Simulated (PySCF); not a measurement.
NaAs and its ions

BHandHLYP; PySCF, no relativity, basis sets Na pcseg-1, As pcseg-1. Neutral (UKS): triplet (π ↑↑), Re = 2.734 Å, ωe = 237 cm⁻¹, De = 1.22 eV, HOMO -4.97 eV, LUMO -1.17 eV.

NaAs⁺ (UKS): quartet (σ ↑, π ↑↑), Re = 3.198 Å, ωe = 102 cm⁻¹, De = 0.25 eV to Na⁺ + As. The energies at the minima are -2397.84369 hartree for NaAs and -2397.61554 for NaAs⁺.

**Question.** Work out the adiabatic ionisation energy, without and with harmonic zero-point energies (1 hartree = 27.2114 eV, 1 eV = 8065.5 cm⁻¹), and the change of the bond length.

**Answer.** At BHandHLYP: 0.22815 hartree = 6.208 eV between the minima; the zero-point term (102.0 − 237.0)/2 cm⁻¹ = -0.008 eV makes it 6.200 eV. Re changes by +46.4 pm against the neutral. The electron leaves a σ orbital, and the ion is left as a loose complex of an ion and an atom.

Weak bonds: NaAs⁺. Basis-set superposition, not corrected here, can be much of De in a small basis, most of all at correlated wavefunction levels. Spin–orbit coupling is left out. For an ion De counts to the pair picked by the measured ionisation energies or electron affinities, which need not be the lowest pair at this level. States were picked by a PBE0 search and need not be the measured ground states.
